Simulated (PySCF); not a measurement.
CH3BiCl2, SMILES [Bi]([Cl])([CH3])[Cl].

Coordinates come from a B3LYP-D3(BJ)/def2-SVP optimisation. The structure was generated by enumeration; whether it is a known compound was not checked. The def2 effective core potentials stand for the cores of Bi; spin–orbit coupling is left out.

Two levels are set side by side: TDDFT-PBE/def2-SVPD (PySCF) and TDDFT-M06-2X/def2-SVPD (PySCF). Vertical, same geometry. The lowest singlet is HOMO→LUMO 98 % with PBE and HOMO→LUMO 97 % with the other functional; states are paired by order. Differences are taken from unrounded values.

```csv
quantity,TDDFT-PBE
lowest singlet excitation (eV),3.84
lowest triplet excitation (TDA) (eV),3.48
```

### Question
These are the TDDFT-PBE values. What does TDDFT-M06-2X give? (The exact figures need the calculation; the answer reports its results.)

### Answer

```
quantity                              TDDFT-M06-2X  TDDFT-PBE minus TDDFT-M06-2X
------------------------------------  ------------  ----------------------------
lowest singlet excitation (eV)                4.48                         -0.64
lowest triplet excitation (TDA) (eV)          3.91                         -0.43
```

A lower first singlet is the usual sign of a functional without exact exchange. Differences between two approximate levels are no errors against the true value.

Rough cost on one machine, each run with all the roots and properties that it gave: TDDFT-M06-2X against TDDFT-PBE about 10 times.
